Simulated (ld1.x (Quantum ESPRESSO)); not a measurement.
**u(r) = r·R(r): atom against pseudo-atom (Sc (Z = 21))**

Columns: radius, all-electron u(r) and pseudo u(r) of the 4s shell (level -9.96 eV) of scandium in the configuration [Ar] 3d1 4s1 4p0; LDA (PZ), scalar-relativistic, PAW scheme, ld1.x (Quantum ESPRESSO) 7.5.

```
r (bohr)  all-electron   pseudo
   0.185       -0.1571  -0.0538
   0.370       -0.0595  -0.1075
   0.555        0.1777  -0.1611
   0.740        0.2899  -0.2144
   0.925        0.2670  -0.2671
   1.110        0.1613  -0.3187
   1.295        0.0208  -0.3688
   1.480       -0.1240  -0.4166
   1.665       -0.2562  -0.4614
   1.850       -0.3681  -0.5022
   2.035       -0.4573  -0.5381
   2.220       -0.5244  -0.5683
   2.405       -0.5712  -0.5919
   2.590       -0.6004  -0.6081
   2.775       -0.6145  -0.6164
   2.960       -0.6162  -0.6164
   3.145       -0.6079  -0.6079
   3.330       -0.5916  -0.5916
   3.515       -0.5693  -0.5693
   3.700       -0.5425  -0.5425
   3.885       -0.5126  -0.5126
   4.070       -0.4808  -0.4808
   4.255       -0.4481  -0.4481
   4.440       -0.4152  -0.4152
   4.625       -0.3827  -0.3827
   4.810       -0.3511  -0.3511
```

How many radial nodes do the two functions have?

The all-electron 4s function has n − l − 1 = 3 (the table is too coarse to show those close to the nucleus); the pseudo-wave has 0, since the states of the same l below it are removed with the core.

At about which radius was the pseudo-wave matched?

3.10 bohr, where the columns begin to agree (steps of 0.18 bohr).

Where does each function peak?

Outermost all-electron maximum near 2.96 bohr, pseudo maximum near 2.77 bohr (to the table’s step).

Is the pseudo-wave norm-conserving?

No, it belongs to a PAW set: the norm inside the radius is not constrained, and the difference is carried by the augmentation charge.
